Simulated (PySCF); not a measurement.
# Reading the logs of faulty runs: BCH7NSi cation

Calculated results; nothing here was measured. The program is PySCF 2.14.0, an open-source quantum chemistry code, run on an isolated molecule that a program drew, which may never have been made. The molecule is BCH7NSi cation (charge +1, singlet), drawn as the SMILES string `BC[SiH+]N`.

Each row is a Hartree-Fock (HF) and frozen-core CCSD(T) single point in the cc-pV(D+d)Z basis, meant for a local HF minimum. Run 1 is clean. Each other run has one planted mistake out of seven kinds, and not every kind appears here: one electron removed, one electron added, multiplicity raised by two, geometry at a saddle point, minimal basis STO-3G, one bond length entered in bohr, all coordinates scaled. The reference is restricted for singlets and unrestricted otherwise, and also for a bond in bohr. Adding or removing an electron swaps singlet and doublet. Electrons count all cores. HOMO and LUMO are orbital energies over both spins, the gradient is its largest component, and the lowest frequency (negative if imaginary) is given only where the gradient is small. Bond lengths are over the 10 bonds as drawn. T1 is the CCSD diagnostic: over 0.02 (restricted) or 0.045 (unrestricted) a single reference is doubtful.

Geometry of the clean run:
```xyz
11
BCH7NSi cation, angstrom
B    -1.6051    0.9865   -0.9708
C    -0.1998    0.6120   -0.2952
Si    1.2524    1.3183   -1.1267
N     2.2893    2.3469   -0.3881
H    -1.6925    1.0114   -2.1637
H    -2.5463    1.2044   -0.2771
H    -0.1678    0.7549    0.7852
H    -0.1255   -0.4722   -0.5020
H     1.5726    1.0280   -2.5200
H     3.0888    2.7489   -0.8489
H     2.2124    2.6458    0.5696
```

| run | electrons | basis functions | <S^2> | HOMO (eV) | LUMO (eV) | gradient (hartree/bohr) | lowest frequency (cm^-1) | mean bond (Å) | longest bond (Å) | T1 | HF (hartree) | CCSD(T) (hartree) | mistake |
|---|---|---|---|---|---|---|---|---|---|---|---|---|---|
| 1 | 38 | 100 | 0.000 | -17.22 | -3.48 | 3.9e-05 | 65 | 1.3111 | 1.816 | 0.0135 | -409.79217 | -410.33332 | no fault |
| 2 | 37 | 100 | 0.768 | -21.96 | -14.81 | 1.2e-01 | - | 1.3111 | 1.816 | 0.0375 | -409.20273 | -409.72923 | one electron removed |
| 3 | 38 | 31 | 0.000 | -16.10 | -0.71 | 2.2e-02 | - | 1.3111 | 1.816 | 0.0213 | -405.03630 | -405.27099 | minimal basis STO-3G |
| 4 | 38 | 100 | 0.680 | -17.00 | -4.26 | 3.5e-02 | - | 1.4006 | 1.901 | 0.0632 | -409.63642 | -410.18307 | ? |
| 5 | 39 | 100 | 0.768 | -4.99 | 2.59 | 4.3e-02 | - | 1.3111 | 1.816 | 0.0211 | -409.94688 | -410.50285 | ? |

**Which mistake was planted in run 4, and what did it cost?**

The mean bond changes by a factor of 1.068 and the longest by 1.047, so the molecule wasn't scaled as a whole. A length L in bohr read as angstrom grows by (1/0.5292 - 1) L = 0.890 L. The 10 bonds together grew by 10 x 0.0895 = 0.895 Å, which gives L = 1.006 Å. That is the length of one of the H-N bonds, 1.006 Å in the clean geometry. So the mistake is: one bond length entered in bohr. Subtracting run 1 and multiplying by 627.51 kcal/mol a hartree, the energy moved by 97.7 kcal/mol in HF and 94.3 kcal/mol in CCSD(T).

**Which mistake was planted in run 5, and what did it cost?**

It counts 39 electrons, one more than the clean run, at the same geometry and basis. So the mistake is: one electron added. Subtracting run 1 and multiplying by 627.51 kcal/mol a hartree, the energy moved by -97.1 kcal/mol in HF and -106.4 kcal/mol in CCSD(T).

Cautions from the logs. Run 3: T1 is over the limit, so its CCSD(T) energy is less reliable; run 4: T1 is over the limit, so its CCSD(T) energy is less reliable.
